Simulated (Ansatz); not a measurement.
Reactions of C$_{2}$H$_{6}$ClFHfOS (`C[O][Hf]([F])([Cl])[S]C`).

Computed with Ansatz on PBE0-D4/def2-TZVP structures; ΔE is electronic, products minus reactants. CCSD(T)/CBS adds triple-zeta CCSD(T) − MP2 to the extrapolated MP2 energy (def2 sets, frozen cores). This one scheme is used for every species. Triplets are unrestricted, without spin–orbit coupling. def2 core potentials past Kr. For Ge, Hf, Se outer-core shells are correlated without core-valence functions, which leaves a few kJ/mol of doubt a bond. Scalar relativity is left out up to krypton. Each species was taken in one conformer, which may not be the lowest.

| reaction | CCSD/CBS(def2) (kcal/mol) | CCSD(T)/CBS(def2) (kcal/mol) |
| --- | --- | --- |
| `C[O][Hf]([F])([Cl])[S]C` + `OCS[SiH3]` → `COCS[SiH3]` + `C[S][Hf]([OH])([F])[Cl]` | -2.4 | -2.4 |
| `C[O][Hf]([F])([Cl])[S]C` + `[SiH3][O][GeH3]` → `C[SiH2][O][GeH3]` + `C[S][Hf]([OH])([F])[Cl]` | -22.3 | -22.2 |
| `C[O][Hf]([F])([Cl])[S]C` + `C[SeH]` → `C[O][Hf]([F])([Cl])[Se]C` + CH₃SH | -2.2 | -2.0 |
| `C[O][Hf]([F])([Cl])[S]C` + H₂O → `C[S][Hf]([OH])([F])[Cl]` + CH₃OH | 3.6 | 4.2 |
| `C[O][Hf]([F])([Cl])[S]C` → `[CH2]` (triplet) + `C[S][Hf]([OH])([F])[Cl]` | 90.9 | 93.7 |

Largest T1 diagnostic: 0.015, for `C[S][Hf]([OH])([F])[Cl]`.
